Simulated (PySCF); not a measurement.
Computed IR spectrum (relative IR intensity) of a molecule C4F6. Coordinates come from a B3LYP-D3(BJ)/def2-SVP optimisation. The values are those of a single conformer. Computed with B3LYP-D3(BJ)/def2-SVP (PySCF). No scaling factor is applied to the harmonic values.

```json
[
 {"ν (cm⁻¹)": "472", "relative intensity": "2.2"},
 {"ν (cm⁻¹)": "699", "relative intensity": "2.0"},
 {"ν (cm⁻¹)": "984", "relative intensity": "48"},
 {"ν (cm⁻¹)": "1000", "relative intensity": "44"},
 {"ν (cm⁻¹)": "1158", "relative intensity": "20"},
 {"ν (cm⁻¹)": "1202", "relative intensity": "100"},
 {"ν (cm⁻¹)": "1298", "relative intensity": "13"},
 {"ν (cm⁻¹)": "1409", "relative intensity": "32"},
 {"ν (cm⁻¹)": "1441", "relative intensity": "88"},
 {"ν (cm⁻¹)": "1855", "relative intensity": "17"}
]
```

### Question
Pick the molecule that these values belong to.
A. FC(F)(F)C#CC(F)(F)F
B. FC(F)=C(F)C(F)=C(F)F
C. FC1=C(F)C(F)(F)C1(F)F

### Answer
C, FC1=C(F)C(F)(F)C1(F)F
